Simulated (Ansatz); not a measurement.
The pair A = CH4 (SMILES C) (first 5 atoms), B = C3H8 (SMILES CCC); geometry from B3LYP-D3(BJ)/def2-TZVP.
(charge 0, multiplicity 1):
```xyz
16

C      0.01762     0.15925     0.17468
H      0.11247     0.26709    -0.90489
H     -0.89602    -0.38640     0.40613
H      0.87464    -0.38908     0.56259
H     -0.02231     1.14428     0.63701
C      0.41823    -1.29514     3.82847
C      0.48757     0.22385     3.96027
C     -0.89035     0.88011     3.94892
H      1.41303    -1.74487     3.83522
H     -0.15181    -1.73424     4.65110
H     -0.07255    -1.58471     2.89641
H      1.09146     0.63233     3.14517
H      1.00843     0.48589     4.88607
H     -0.81919     1.96558     4.04166
H     -1.42114     0.65870     3.02011
H     -1.50538     0.51447     4.77507
```

Cores are frozen in the correlated methods. MP2 and its Hartree–Fock in aug-cc-pVTZ are density fitted.

Run with Ansatz (Gaussian basis) for Hartree–Fock, density functionals and correlated methods. 

The counterpoise-corrected interaction energy is E(AB) − E(A in the pair's basis) − E(B in the pair's basis). Total energies (hartree):

| level | AB | A in the pair's basis | B in the pair's basis |
|---|---|---|---|
| HF/aug-cc-pVDZ | -158.4751305 | -40.1999366 | -118.2764708 |
| MP2/aug-cc-pVDZ | -159.1084255 | -40.3683545 | -118.7387088 |
| HF/aug-cc-pVTZ | -158.5206754 | -40.2136089 | -118.3083543 |
| MP2/aug-cc-pVTZ | -159.2764490 | -40.4146349 | -118.8602220 |
| CCSD(T)/aug-cc-pVDZ | -159.2008056 | -40.3961790 | -118.8032310 |

Question: Work out the counterpoise-corrected interaction energy at the basis-set limit: extrapolate the MP2 correlation part as X⁻³, take Hartree–Fock from the larger set, and add the CCSD(T) − MP2 difference of aug-cc-pVDZ.

Answer: 
1. Differences (1 hartree = 627.509 kcal/mol): HF/aug-cc-pVDZ 0.801; MP2/aug-cc-pVDZ -0.855; HF/aug-cc-pVTZ 0.808; MP2/aug-cc-pVTZ -0.999; CCSD(T)/aug-cc-pVDZ -0.876.
2. Correlation parts, MP2 less HF: -1.656 in aug-cc-pVDZ (X = 2), -1.807 in aug-cc-pVTZ (X = 3).
3. Limit (3³·(-1.807) − 2³·(-1.656))/(3³ − 2³) = -1.871; with HF/aug-cc-pVTZ it gives -1.063.
4. CCSD(T) less MP2 in aug-cc-pVDZ: -0.021.
Result: -1.08 kcal/mol, against -0.85 at MP2/aug-cc-pVDZ. It is an estimate of this method's limit, not of the exact value.

Ansatz is a first-principles code.
